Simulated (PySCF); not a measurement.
Zinc: a sound run and one with changed settings

Sound run: Zn⁺ [Ar] 3d10 4s1, Zn²⁺ [Ar] 3d10. Calculation: PySCF 2.14, in cc-pVDZ-PP with ECP10MDF; scalar relativity through the core potential. In the sound run the correlated levels freeze 3s2 3p6 outside the core potential. The sound run starts from symmetry-adapted Hartree-Fock orbitals and uses a fine grid where one is needed.

Changed run: initial guess atom, at most 50 SCF cycles.

```tsv
species	method	sound run (hartree)	changed run (hartree)	converged
Zn⁺	UHF	-225.66168	-225.66168	yes
Zn⁺	BP86	-226.86545	-226.86545	yes
Zn⁺	CCSD(T)	-226.01305	-226.01305	yes
Zn²⁺	M06-L	-226.12788	-226.12788	yes
Zn²⁺	MP2	-225.40459	-225.40459	yes
```

Here the plain start reaches the same solutions.
